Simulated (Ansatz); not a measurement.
C3H4Se can be A, `C=C=C[SeH]`, or B, `[Se]=C1CC1`.

Program: Ansatz. Geometries: PBE0-D4/def2-TZVP. ΔE: electronic, gas phase. CCSD(T)/CBS adds triple-zeta CCSD(T) − MP2 to the extrapolated MP2 energy (def2 sets, frozen cores). DFT in def2-TZVPP. For Se outer-core shells are correlated without core-valence functions, which leaves a few kJ/mol of doubt a bond. Scalar relativity is left out up to krypton. One conformer a species, not always the lowest.

(1) Which is lower in electronic energy at CCSD(T)/CBS, and by how much? (Estimate.)

(2) Give E(B) − E(A) in kJ/mol with MP2/def2-TZVPP, ωB97M-V, PBE0-D4, PBE-D4, BLYP-D4, HF/def2-TZVPP, CCSD(T)/def2-SVP. (Estimate.)

(3) Does the order hold for the free energy at 298.15 K (harmonic terms from PBE0-D4)? (Estimate.)

Largest T1 diagnostic: 0.015.

Results:

(1) Ansatz gave: A, by 8.1 kJ/mol.

(2) Ansatz gave: MP2/def2-TZVPP -1.6, ωB97M-V 12.4, PBE0-D4 1.0, PBE-D4 5.9, BLYP-D4 28.2, HF/def2-TZVPP 27.6, CCSD(T)/def2-SVP -1.3. The order is the other way round with MP2/def2-TZVPP, CCSD(T)/def2-SVP.

(3) Ansatz gave: Yes: G(B) − G(A) = +25.5 kJ/mol, for one conformer each.

From BLYP to BHLYP (50 % exact exchange), in def2-TZVPP and without D4, E(B) − E(A) moves by −10.2 kJ/mol. In def2-TZVPP, CCSD(T) changes the Hartree–Fock value by −16.6 kJ/mol (the triples alone add −2.7 kJ/mol) and MP2 by −29.3 kJ/mol.
